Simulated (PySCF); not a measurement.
Fill in the blanks.

C2H7B2N.
SMILES: `BN(B)C=C`

Conformer (atom-mapped SMILES and torsion angles): `[BH2:1][N:2]([BH2:3])[CH:4]=[CH2:5]`: B1–N2–C4–C5 163°.

```json
{"property": "point group", "level": "PBE0-D3(BJ)/def2-SVP", "value": "C1"}
{"property": "rotational constants A, B, C", "level": "PBE0-D3(BJ)/def2-SVP", "value": "?"}
{"property": "dipole moment", "level": "PBE0/def2-SVPD", "value": "0.91 D"}
{"property": "HOMO energy", "level": "PBE0/def2-SVPD", "value": "?"}
{"property": "LUMO energy", "level": "PBE0/def2-SVPD", "value": "?"}
{"property": "lowest singlet excitation", "level": "TDDFT PBE0/def2-SVPD", "value": "4.84 eV (256 nm, f = 0.033)"}
{"property": "strongest line among the 10 lowest singlet transitions", "level": "TDDFT PBE0/def2-SVPD", "value": "S3 at 5.96 eV (208 nm, f = 0.285)"}
{"property": "lowest triplet excitation (Tamm–Dancoff)", "level": "TDA PBE0/def2-SVPD", "value": "3.88 eV"}
{"property": "static isotropic polarisability", "level": "PBE0/def2-SVPD", "value": "63.4 au"}
{"property": "vertical ionisation energy", "level": "ΔSCF PBE0/def2-SVPD", "value": "9.44 eV"}
{"property": "electronic spatial extent ⟨r²⟩ about the centre of nuclear charge", "level": "PBE0/def2-SVPD", "value": "444 bohr²"}
{"property": "13C chemical shifts (computed TMS as zero) by class", "level": "GIAO PBE0/pcSseg-1", "value": "?"}
{"property": "1H chemical shifts (computed TMS as zero) by class", "level": "GIAO PBE0/pcSseg-1", "value": "?"}
{"property": "isotropic shieldings of nuclei other than C and H, by class", "level": "GIAO PBE0/pcSseg-1", "value": "?"}
{"property": "largest of the computed one-bond spin–spin couplings (means over like bonds)", "level": "B3LYP/pcJ-1, spin–dipole term left out for some pairs", "value": "13C–1H +180.4, 13C–1H +172.5, 13C–1H +167.8, 11B–1H +148.9 (×4), 13C–13C +85.0, 15N–11B -21.8 (×2), 15N–13C -10.0 Hz"}
```

The electronic properties come from PySCF, for the isolated species, density fitting. Isolated species at its PBE0-D3(BJ)/def2-SVP geometry, gas phase. NMR classes are plain means over equivalent atoms (diastereotopic ones count apart unless rotation or inversion swaps them), as if these changed places fast; in this geometry the members of some classes differ.

Problem. What are the rotational constants A, B, C?

Solution. 9.712, 4.242, 2.986 GHz.

Problem. What is the LUMO energy?

Solution. -1.47 eV.

Problem. What are the 1H chemical shifts (computed TMS as zero) by class?

Solution. 6.92 (1 H), 5.84 (4 H), 5.53 (1 H), 4.90 (1 H) ppm.

Problem. The 13C chemical shifts (computed TMS as zero) by class?

Solution. 152.7 (1 C), 108.4 (1 C) ppm.

Problem. What are the isotropic shieldings of nuclei other than C and H, by class?

Solution. 45 (2 B), 35 (1 N) ppm.

Problem. What is the HOMO energy?

Solution. -7.38 eV.

 The 10 singlets span 4.84 to 7.71 eV, and their oscillator strengths add up to 0.47. The ΔSCF ionisation energy exceeds −ε(HOMO) by 2.06 eV with PBE0. The principal polarisabilities are 42.6, 65.0 and 82.6 au; their mean is the isotropic value. The polarisability is 9.39 Å³ as a volume (1 au = 0.148185 Å³), or 1.76 au for each of the 36 electrons.
